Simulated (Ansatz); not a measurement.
`N=C1[SiH2]C1F` and `N=C1C[SiH2]1` differ in one atom or group.

Ansatz, PBE0-D4/def2-TZVP geometries, multiplicity 1. Each molecule was computed in one conformer, which needn't be the lowest.

| property | `N=C1[SiH2]C1F` |
| --- | --- |
| HOMO–LUMO gap (PBE0/def2-TZVPP) / eV | 5.41 |
| HOMO–LUMO gap (ωB97M-V/def2-TZVPP) / eV | 9.72 |
| size of the dipole moment (ωB97M-V/def2-TZVPP) / D | 3.51 |
| ideal-gas entropy at 298 K and 1 bar (rigid rotor, harmonic PBE0-D4/def2-TZVP) / J/(mol·K) | 315 |
| HOMO–LUMO gap (B3LYP/def2-TZVPP) / eV | 5.02 |
| HOMO–LUMO gap (PBE/def2-TZVPP) / eV | 3.15 |

Q: What does the change do to each property? (Best estimate.)

A: Ansatz gave: 
| property | `N=C1C[SiH2]1` | shift |
| --- | --- | --- |
| HOMO–LUMO gap (PBE0/def2-TZVPP) / eV | 5.67 | 0.26 |
| HOMO–LUMO gap (ωB97M-V/def2-TZVPP) / eV | 10.08 | 0.36 |
| size of the dipole moment (ωB97M-V/def2-TZVPP) / D | 2.32 | -1.19 |
| ideal-gas entropy at 298 K and 1 bar (rigid rotor, harmonic PBE0-D4/def2-TZVP) / J/(mol·K) | 296 | -19 |
| HOMO–LUMO gap (B3LYP/def2-TZVPP) / eV | 5.26 | 0.24 |
| HOMO–LUMO gap (PBE/def2-TZVPP) / eV | 3.34 | 0.19 |

With PBE0 the HOMO rises by 0.21 eV and the LUMO rises by 0.47 eV, so the gap widens by about 0.26 eV. PBE moves the HOMO by 0.23 eV and ωB97M-V by 0.19 eV. Dipoles are sizes alone; their direction can turn.

B3LYP here is the variant with VWN-RPA as its local correlation; programs differ in this.
